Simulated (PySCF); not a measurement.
FH4NSi, SMILES [SiH2](N)F. Atoms are numbered in the order given.

```xyz
7

Si    -0.4437    -0.0874     0.0000
N      0.3106     1.4312     0.0000
F      0.5649    -1.3354     0.0000
H     -1.2390    -0.2114    -1.2408
H     -1.2390    -0.2114     1.2408
H      0.7157     1.8237     0.8334
H      0.7157     1.8237    -0.8334
```

Coordinates come from a PBE0-D3(BJ)/def2-TZVP optimisation. One conformer was computed; it need not be the lowest.

All values below come from PySCF with PBE0-D3(BJ)/def2-TZVP.

Frequencies are harmonic and unscaled.

| mode | ν (cm⁻¹) | IR (km/mol) | Raman (Å⁴/amu) | depolarisation | moving atoms (share of kinetic energy) |
|---|---|---|---|---|---|
| 1 | 267 | 9.9 | 0.7 | 0.75 | H 95 % |
| 2 | 294 | 29.7 | 1.7 | 0.72 | F 33 %, H 30 %, Si 21 %, N 15 % |
| 3 | 382 | 194.7 | 0.8 | 0.22 | H 60 %, N 34 % |
| 4 | 561 | 29.6 | 1.2 | 0.75 | H 87 %, Si 10 % |
| 5 | 801 | 26.6 | 6.2 | 0.75 | H 92 % |
| 6 | 829 | 60.4 | 7.0 | 0.16 | F 43 %, Si 23 %, N 23 %, H 11 % |
| 7 | 899 | 4.1 | 6.8 | 0.67 | H 58 %, N 20 %, F 13 %, Si 9 % |
| 8 | 904 | 74.1 | 3.1 | 0.75 | H 75 %, N 17 % |
| 9 | 941 | 129.8 | 6.0 | 0.75 | H 84 %, Si 13 % |
| 10 | 963 | 273.6 | 3.0 | 0.28 | H 47 %, Si 36 %, N 12 % |
| 11 | 1585 | 60.6 | 2.4 | 0.73 | H 89 %, N 10 % |
| 12 | 2261 | 71.2 | 173.0 | 0.08 | H 98 % |
| 13 | 2266 | 149.3 | 46.6 | 0.75 | H 95 % |
| 14 | 3616 | 33.6 | 113.5 | 0.10 | H 96 % |
| 15 | 3710 | 41.8 | 55.8 | 0.75 | H 91 %, N 9 % |
